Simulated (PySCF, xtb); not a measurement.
Si(F)(Cl)(Me)(OH) (CH₄ClFOSi), SMILES C[Si](O)(F)Cl. One conformer was computed; it need not be the lowest.

Harmonic wavenumbers (cm⁻¹) from GFN2-xTB (xtb) at its own minimum, in rising order: 63, 140, 165, 208, 218, 251, 281, 486, 734, 764, 816, 843, 862, 952, 1381, 1464, 1466, 3046, 3052, 3056, 3630.

Q: What does PBE-D3(BJ)/def2-SVP in PySCF give at its own minimum? (The exact figures need the calculation; the answer reports its results.)

A: 115, 158, 190, 243, 261, 299, 324, 511, 704, 745, 767, 820, 891, 945, 1231, 1375, 1377, 2991, 3094, 3100, 3766. Paired by order, the mean absolute difference is 50 cm⁻¹ and the zero-point energies are 34.1 and 34.2 kcal/mol.
